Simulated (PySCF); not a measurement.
# Shifts of the heteroatoms

Numbering as in the mapped SMILES `[O:1]=[CH:2][C@@H:3]1[CH2:4][SiH2:5][Si@H:6]1[SiH3:7]`; H(Xn) means a hydrogen on atom n. Ha(C4), Ha(Si5) are cis to C2 on the ring; Hb(C4), Hb(Si5) are trans to C2 on the ring.

One computed conformer, no relativistic terms, equivalent nuclei averaged, no solvent model. GFN2-xTB geometry; σ from GIAO-PBE0/pcSseg-1; PySCF 2.14.0 with density-fitted response routines.

Q: Where does 29Si resonate?

A: 
```tsv
atoms	environment	σ (ppm)	δ (ppm)
Si6	silicon bonded to C, 2 Si, H, in a 4-membered ring	395.4	-45.0
Si5	silicon bonded to C, Si, 2 H, in a 4-membered ring	400.3	-49.1
Si7	silicon bonded to Si, 3 H	461.9	-99.7
```

Shieldings were converted by a linear fit to measured shifts: 29Si: δ = 279.94 − 0.822σ (rms 8.9 ppm, 72 shifts, 25.8 ppm with the 6 outliers that the fit left out vs TMS, solution or neat liquid). Occasional misses reach two or three times the rms, and more in compound classes unlike the fitted ones.

On a 400 MHz spectrometer 29Si resonates near 79.5 MHz, so 1 ppm is 79.5 Hz.

Q: Predict the 17O NMR data.

A: 
| atoms | environment | σ (ppm) | δ (ppm) |
| --- | --- | --- | --- |
| O1 | aldehyde oxygen | -302.0 | 541.8 |

Shieldings were converted by a linear fit to measured shifts: 17O: δ = 266.70 − 0.911σ (rms 10.7 ppm, 155 shifts, 12.2 ppm with the 3 outliers that the fit left out vs liquid water, solution or neat liquid). Occasional misses reach two or three times the rms, and more in compound classes unlike the fitted ones.

On a 600 MHz spectrometer 17O resonates near 81.3 MHz, so 1 ppm is 81.3 Hz.
